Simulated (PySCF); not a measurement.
**Relaxation of quartet IrH₆**

Method: PySCF, UPBE0, basis Ir def2-TZVP with ECP60, H def2-TZVP (scalar-relativistic core potentials, no spin–orbit coupling, density fitting). A (50,194) grid was used.

A start displaced from a saddle point along its imaginary mode, of D2 symmetry, held to at least that symmetry:

```xyz
7
charge 0 multiplicity 4, angstrom
Ir    0.0000    0.0000    0.0000
H     0.1176   -0.0231    1.6580
H     0.1176   -0.0241   -1.6580
H     1.6580    0.0236    0.0236
H    -0.1176    1.6580   -0.0241
H    -1.6580    0.0236    0.0236
H    -0.1176   -1.6580   -0.0231
```

**Question.** What does it relax to?

**Answer.** It ends at C2v with H–H 0.858 Å (×2), Ir–H 1.625 Å (×2), Ir–H 1.803 Å (×4); H–H–Ir 76.2° (×4), H–Ir–H 27.5° (×2), H–Ir–H 97.1° (×4), H–Ir–H 98.2° (×2), H–Ir–H 104.8° (×2), H–Ir–H 115.6°, H–Ir–H 121.8° (×4) (after a last refinement on a finer grid). A frequency run shows 1 imaginary mode, down to 439i cm⁻¹, so it is a saddle point.

**Question.** How much energy is released, and in how many steps?

**Answer.** 248.9 kJ/mol in 21 steps.

With open d or f shells other occupations or spin states may lie lower. At this level a doublet minimum of C2v symmetry lies 208 kJ/mol below this structure. Spin–orbit coupling, left out here, can matter for elements this heavy.

The relaxation took about 2.1 core-minutes on a shared host.
